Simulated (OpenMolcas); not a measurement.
An atom or ion with 30 electrons was computed by MS-RASPT2, IPEA 0.25 Eh, imaginary shift 0.1 Eh with spin-orbit coupling (OpenMolcas, ANO-RCC-VQZP, DKH2). The lowest levels that the run gave, each within 12 % of the measured value where one is at hand:

```csv
J,Parity,E (cm-1),g
0,even,0.0,
0,odd,115566,
1,odd,118024,1.499
2,odd,123704,1.501
1,odd,171906,1.002
0,even,274343,
2,even,277822,1.137
1,even,278157,1.501
2,even,285591,1.365
```

Which ion is it, and what are the configurations and terms?

Kr VII (Z = 36, charge +6; active space 2 electrons in 9 orbitals (RAS2 4s 4p; RAS3 4d, at most 2 electrons)). J, parity and g give the terms where levels are pure, and mixed ones are named by the computed weights; the size of the splittings, set against known spectra of the 30-electron sequence, gives the charge. In order, with the measured energies in cm-1 (Saloman, J. Phys. Chem. Ref. Data 36, 215 (2007)): 4s2 1S0, 4s 4p 3P* 0 (117390), 4s 4p 3P* 1 (120095), 4s 4p 3P* 2 (126553), 4s 4p 1P* 1 (170835), 4p2 3P0 (274932), 4p2 1D2 [73 %] (279715), 4p2 3P1 (279414), 4p2 3P2 [73 %] (288190).

Active for correlation alone: 4d; no level in the range computed is led by a configuration that fills it, so any true level of that kind is missing. Some terms mix strongly with configurations of 4d, whose occupation reaches 0.16 (4p2 1D). Measured partners are found by configuration, term and J. A level has none where our copy of the source lacks it or the pairing is in doubt (some pairs that miss far off the trend of their configuration count as doubtful), and it then counts in no deviation. Only configurations of the active space appear.

A share in square brackets marks a mixed level and gives the weight of the term that names it. * marks odd parity.
